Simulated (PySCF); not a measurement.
Harmonic spectrum computed at PBE in the def2-TZVP basis family (core potentials from Rb on, PySCF, no spin–orbit coupling):

```json
{"ω (cm⁻¹)": "69", "IR (km/mol, summed over degenerate members)": "31.1", "degeneracy": "2"}
{"ω (cm⁻¹)": "335", "IR (km/mol, summed over degenerate members)": "0.0", "degeneracy": "1"}
{"ω (cm⁻¹)": "479", "IR (km/mol, summed over degenerate members)": "146", "degeneracy": "1"}
```

Q: Which molecule gave it? In each, all ligands are bound to the one heavy central atom.
A. WCl₂ (quintet)
B. MnCl₂ (sextet)
C. MgCl₂ (singlet)
D. ZrCl₂ (triplet)
E. FeCl₂ (quintet)

A: B. It has D∞h symmetry with Mn–Cl 2.168 Å (×2).
